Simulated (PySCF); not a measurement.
Si(H)(Cl)(OH)(OEt) (C₂H₇ClO₂Si), SMILES O(CC)[SiH](Cl)O.

Coordinates come from a PBE0-D3(BJ)/def2-SVP optimisation. Other conformers were not sampled.

Calculation: SMD-PBE0/def2-SVP (PySCF).

Solvation free energies are E(SMD) − E(gas) at the gas-phase geometry, for 1 M in both phases. In vacuum the dipole moment is 1.74 D.

Problem. Rank water, ethanol, N,N-dimethylformamide by solvation free energy, most negative first.

Solution. ethanol (-7.1 kcal/mol), N,N-dimethylformamide (-5.4 kcal/mol), water (-4.1 kcal/mol)
